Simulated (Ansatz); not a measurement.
Si₃W⁻ was relaxed with PBE0-D4 (def2-SVPD) in Ansatz in these states: charge -1 doublet, charge -1 quartet. The geometries follow in no particular order.

In the def2 sets W takes a core potential; there is no spin–orbit coupling.

A:

Cartesian coordinates in Å:
```
W -0.600 0.137 1.328
Si 1.515 -0.212 0.439
Si -0.626 -1.096 -0.844
Si -0.289 1.170 -0.924
```

B:

```xyz
4

W     0.290    1.178    0.101
Si   -0.266   -0.342    1.699
Si   -1.233   -0.107   -1.028
Si    1.209   -0.729   -0.772
```

**Question.** Judge from the bond lengths which geometry belongs to which state (an estimate).

**Answer.** A is the charge -1 quartet (Si3–Si4 2.292 Å, W1–Si4 2.498 Å, W1–Si3 2.498 Å); B is the charge -1 doublet (Si3–Si4 2.533 Å, W1–Si4 2.290 Å, W1–Si3 2.290 Å).

At PBE0-D4/def2-SVPD the charge -1 quartet is spin-contaminated (final ⟨S²⟩ up to 3.94, 3.75 for a pure state). At PBE0-D4/def2-SVPD the highest occupied level of the charge -1 doublet lies above zero (up to 0.26 eV). By energy differences its removal costs 1.24 eV (vertical, to the charge 0 singlet, at PBE0-D4/def2-TZVPD). At PBE0-D4/def2-TZVPD a doublet lies 1.03 eV below the charge -1 quartet. These are the stationary points nearest to one start from a short search; other shapes may lie lower in each state.
